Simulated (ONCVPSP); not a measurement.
An all-electron radial function and its pseudo partner (Au (Z = 79))

Columns: radius, all-electron u(r) and pseudo u(r) of the 6p shell (level -1.04 eV) of gold in the configuration [Xe] 4f14 5d10 6s0.75 6p0.25; PBEsol, scalar-relativistic, ONCV scheme, ONCVPSP 4.0.1.

| r (bohr) | all-electron | pseudo |
| --- | --- | --- |
| 0.160 | -0.0597 | 0.0019 |
| 0.320 | 0.1024 | 0.0078 |
| 0.480 | 0.0218 | 0.0180 |
| 0.640 | -0.1105 | 0.0326 |
| 0.800 | -0.1696 | 0.0513 |
| 0.960 | -0.1555 | 0.0739 |
| 1.120 | -0.0974 | 0.1001 |
| 1.280 | -0.0207 | 0.1301 |
| 1.440 | 0.0592 | 0.1634 |
| 1.600 | 0.1343 | 0.1991 |
| 1.760 | 0.2012 | 0.2357 |
| 1.920 | 0.2588 | 0.2720 |
| 2.080 | 0.3071 | 0.3073 |
| 2.240 | 0.3471 | 0.3410 |
| 2.400 | 0.3794 | 0.3725 |
| 2.560 | 0.4050 | 0.4002 |
| 2.720 | 0.4249 | 0.4226 |
| 2.880 | 0.4397 | 0.4391 |
| 3.040 | 0.4502 | 0.4502 |
| 3.200 | 0.4571 | 0.4571 |
| 3.360 | 0.4608 | 0.4608 |
| 3.520 | 0.4619 | 0.4619 |
| 3.680 | 0.4608 | 0.4608 |
| 3.840 | 0.4579 | 0.4579 |
| 4.000 | 0.4534 | 0.4534 |
| 4.160 | 0.4478 | 0.4478 |

Question: How many radial nodes do the two functions have?

Answer: The all-electron 6p function has n − l − 1 = 4 (the table is too coarse to show those close to the nucleus); the pseudo-wave has 0, since the states of the same l below it are removed with the core.

Question: At about which radius was the pseudo-wave matched?

Answer: 3.20 bohr, where the columns begin to agree (steps of 0.16 bohr).

Question: Is the pseudo-wave norm-conserving?

Answer: Yes: the ONCV scheme keeps the norm inside the radius equal to the all-electron one, which fixes the energy derivative of the logarithmic derivative at the level.
